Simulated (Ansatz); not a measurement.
Cost and result for the atomization energy of Cl2FIn (`[F][In]([Cl])[Cl]`) (4 atoms, 3 bonds).

```xyz
4

F     0.295    1.911   -0.400
In    0.007    0.046   -0.010
Cl   -1.497   -1.086   -1.304
Cl    1.195   -0.871    1.714
```

The species carries charge 0 and has multiplicity 1. Correlated methods include outer-core shells of In, which these sets cover unevenly. In takes the def2 core potential. Geometry: relaxed with PBE0-D4/def2-TZVP. Program: Ansatz. All runs use 2 threads of a server CPU on a shared host. Times are those of one run each, without the atoms' runs, and a repeat can differ threefold. Electronic energies, without spin–orbit coupling; frozen cores. CCSD(T)/CBS adds CCSD(T) − MP2 in def2-TZVPP to the MP2 limit, and its time is that of the two runs behind it. T1 = 0.014. With those shells the extrapolation isn't a true limit. B3LYP takes the VWN-RPA correlation (the form of Gaussian; ORCA's B3LYP/G). HSE06 is the plane-wave form, built on full-range PBE exchange.

CCSD(T)/CBS is a level of theory with its own doubt, some kJ/mol a heavy atom from the limit and from the frozen cores, so smaller differences don't rank the functionals.

| level | functions | wall time |
| --- | --- | --- |
| LDA (SPW92)/def2-TZVPP | 165 | 0.75 s |
| BLYP-D4/def2-TZVPP | 165 | 1.2 s |
| CCSD(T)/def2-SVP | 76 | 1.4 s |
| BHLYP-D4/def2-TZVPP | 165 | 1.8 s |
| HSE06-D4/def2-TZVPP | 165 | 1.9 s |
| CAM-B3LYP-D4/def2-TZVPP | 165 | 1.9 s |
| r2SCAN-D4/def2-TZVPP (with forces) | 165 | 2.6 s |
| B3LYP-D4/def2-TZVPP (with forces) | 165 | 2.6 s |
| RPA@PBE/def2-TZVPP | 165 | 2.6 s |
| B97M-V/def2-TZVPP | 165 | 3.8 s |
| MP2/def2-QZVPP | 279 | 6 s |
| CCSD(T)/def2-TZVPP | 165 | 16 s |
| CCSD(T)/CBS(def2) | – | 22 s |

(1) What atomization energy does each give, and how far from CCSD(T)/CBS? (An estimate is asked.)

Results:

(1) Computed: 
| level | atomization (kcal/mol) | difference from CCSD(T)/CBS | per bond |
| --- | --- | --- | --- |
| LDA (SPW92)/def2-TZVPP | 300.7 | 40.9 | 13.6 |
| BLYP-D4/def2-TZVPP | 247.1 | -12.7 | -4.2 |
| CCSD(T)/def2-SVP | 232.7 | -27.1 | -9.0 |
| BHLYP-D4/def2-TZVPP | 236.9 | -22.9 | -7.6 |
| HSE06-D4/def2-TZVPP | 253.3 | -6.5 | -2.1 |
| CAM-B3LYP-D4/def2-TZVPP | 250.6 | -9.2 | -3.1 |
| r2SCAN-D4/def2-TZVPP (with forces) | 259.0 | -0.8 | -0.3 |
| B3LYP-D4/def2-TZVPP (with forces) | 245.6 | -14.2 | -4.7 |
| RPA@PBE/def2-TZVPP | 219.9 | -39.9 | -13.3 |
| B97M-V/def2-TZVPP | 261.4 | 1.6 | 0.5 |
| MP2/def2-QZVPP | 269.2 | 9.4 | 3.2 |
| CCSD(T)/def2-TZVPP | 247.1 | -12.7 | -4.2 |
| CCSD(T)/CBS(def2) | 259.8 | 0.0 | 0.0 |

In def2-TZVPP, CCSD(T) changes the Hartree–Fock value by +68.3 kcal/mol (the triples alone add +7.5 kcal/mol) and MP2 by +82.6 kcal/mol; breaking electron pairs costs correlation energy, which Hartree–Fock lacks. The D4 term adds +4.1 kcal/mol with B3LYP and +2.1 kcal/mol with PBE0; it sums over pairs of atoms, weighted by their polarisabilities, and B3LYP, whose exchange is more repulsive, gets the larger term. At CCSD(T), def2-SVP lies −27.1 kcal/mol from the extrapolated value and def2-TZVPP −12.6 kcal/mol: correlation converges slowly with the basis, and small sets miss more of it in the bonded molecule than in its fragments.

Spin–orbit coupling would lower the free In atoms strongly, and the atomization energy with them, by more than many differences here.
